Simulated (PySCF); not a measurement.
Si(OH)2(PH2)2 (H6O2P2Si), SMILES O[Si](O)(P)P.

Geometry optimised at PBE-D3(BJ)/def2-SVP. The structure was generated by enumeration, and PubChem lists no compound with its InChIKey, so it may never have been made. The values are those of a single conformer.

Calculation: PySCF with PBE-D3(BJ)/def2-SVP.

Frequencies are harmonic and unscaled.

Computed normal modes with their intensities:
| mode | ν (cm⁻¹) | IR (km/mol) | moving atoms (share of kinetic energy) |
|---|---|---|---|
| 1 | 94 | 2.2 | H 53 %, P 31 %, O 11 % |
| 2 | 112 | 2.4 | H 83 %, O 9 % |
| 3 | 122 | 7.4 | H 63 %, P 29 % |
| 4 | 154 | 3.8 | O 58 %, P 21 %, H 18 % |
| 5 | 182 | 1.9 | O 43 %, Si 26 %, P 16 %, H 15 % |
| 6 | 226 | 1.7 | O 33 %, H 33 %, P 29 % |
| 7 | 240 | 15.3 | H 49 %, O 28 %, P 18 % |
| 8 | 266 | 100.8 | H 67 %, O 24 %, P 8 % |
| 9 | 329 | 98.1 | H 50 %, O 29 %, P 21 % |
| 10 | 399 | 63.1 | P 33 %, O 29 %, Si 26 %, H 12 % |
| 11 | 480 | 62.1 | Si 50 %, H 27 %, P 23 % |
| 12 | 603 | 24.7 | H 83 %, Si 8 % |
| 13 | 629 | 7.0 | H 82 %, P 13 % |
| 14 | 677 | 11.1 | H 91 % |
| 15 | 682 | 36.1 | H 88 %, O 8 % |
| 16 | 763 | 185.9 | O 52 %, H 36 %, Si 12 % |
| 17 | 833 | 278.8 | H 67 %, O 19 %, Si 13 % |
| 18 | 854 | 16.4 | H 55 %, Si 24 %, O 21 % |
| 19 | 901 | 49.6 | Si 44 %, O 39 %, H 17 % |
| 20 | 1044 | 16.9 | H 97 % |
| 21 | 1047 | 15.5 | H 97 % |
| 22 | 2301 | 45.5 | H 97 % |
| 23 | 2318 | 22.8 | H 97 % |
| 24 | 2325 | 41.9 | H 97 % |
| 25 | 2336 | 42.9 | H 97 % |
| 26 | 3736 | 67.5 | H 94 % |
| 27 | 3741 | 59.5 | H 94 % |
